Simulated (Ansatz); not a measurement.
Consider the ligand exchange at a B–F bond: `CCOBF` + H₂S → `CCOBS` + H–F.

Computed with Ansatz on PBE0-D4/def2-TZVP structures; ΔE is electronic, products minus reactants. CBS: MP2 limit from def2 TZ/QZ plus the TZ coupled-cluster correction, frozen cores. This one scheme is used for every species. DFT in def2-TZVPP. B3LYP here is the variant with VWN-RPA as its local correlation; programs differ in this. One conformer a species, not always the lowest.

```csv
level,ΔE (kJ/mol),difference from CCSD(T)/CBS
r2SCAN-D4,76.7,5.2
ωB97X-V,79.4,7.9
ωB97M-V,80.0,8.5
B2PLYP,81.3,9.8
PBE,71.0,-0.5
B3LYP,85.8,14.3
HF/def2-TZVPP,100.1,28.6
MP2/def2-TZVPP,69.9,-1.6
SCS-MP2/def2-TZVPP,76.9,5.4
CCSD/def2-TZVPP,80.2,8.7
CCSD(T)/def2-TZVPP,75.9,4.4
MP2/def2-QZVPP,67.6,-3.9
SCS-MP2/def2-QZVPP,74.8,3.3
HF/CBS(def2),101.0,29.5
MP2/CBS(def2),65.5,-6.0
CCSD/CBS(def2),75.7,4.2
CCSD(T)/CBS,71.5,0
```

Largest T1 diagnostic among the species: 0.013.

In def2-TZVPP, CCSD(T) changes the Hartree–Fock value by −24.2 kJ/mol (the triples alone add −4.3 kJ/mol) and MP2 by −30.3 kJ/mol. The D4 term adds −6.2 kJ/mol with B3LYP and −3.5 kJ/mol with PBE0; it sums over pairs of atoms, weighted by their polarisabilities, and B3LYP, whose exchange is more repulsive, gets the larger term.
